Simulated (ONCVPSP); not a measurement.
## Reading a pseudo-wave (palladium (Pd))

Columns: radius, all-electron u(r) and pseudo u(r) of the 4s shell (level -85.33 eV) of palladium in the configuration [Ar] 3d10 4s2 4p6 4d10; PBE, scalar-relativistic, ONCV scheme, ONCVPSP 4.0.1.

```tsv
r (bohr)	all-electron	pseudo
0.093	0.4308	0.1805
0.185	-0.2169	0.3548
0.278	-0.6599	0.5220
0.370	-0.4436	0.6730
0.463	0.0669	0.8053
0.555	0.5618	0.9110
0.648	0.9244	0.9884
0.740	1.1273	1.0335
0.833	1.1994	1.0468
0.925	1.1772	1.0293
1.018	1.0958	0.9832
1.110	0.9849	0.9136
1.203	0.8616	0.8248
1.295	0.7407	0.7259
1.388	0.6266	0.6226
1.480	0.5254	0.5248
1.573	0.4359	0.4358
1.665	0.3599	0.3598
1.758	0.2950	0.2949
1.850	0.2412	0.2412
1.943	0.1961	0.1961
2.035	0.1593	0.1593
2.128	0.1288	0.1288
2.220	0.1042	0.1042
2.313	0.0839	0.0839
2.405	0.0677	0.0676
```

**Question.** How many radial nodes do the two functions have?

**Answer.** The all-electron 4s function has n − l − 1 = 3 (the table is too coarse to show those close to the nucleus); the pseudo-wave has 0, since the states of the same l below it are removed with the core.

**Question.** At about which radius was the pseudo-wave matched?

**Answer.** 1.60 bohr, where the columns begin to agree (steps of 0.09 bohr).

**Question.** Is the pseudo-wave norm-conserving?

**Answer.** Yes: the ONCV scheme keeps the norm inside the radius equal to the all-electron one, which fixes the energy derivative of the logarithmic derivative at the level.
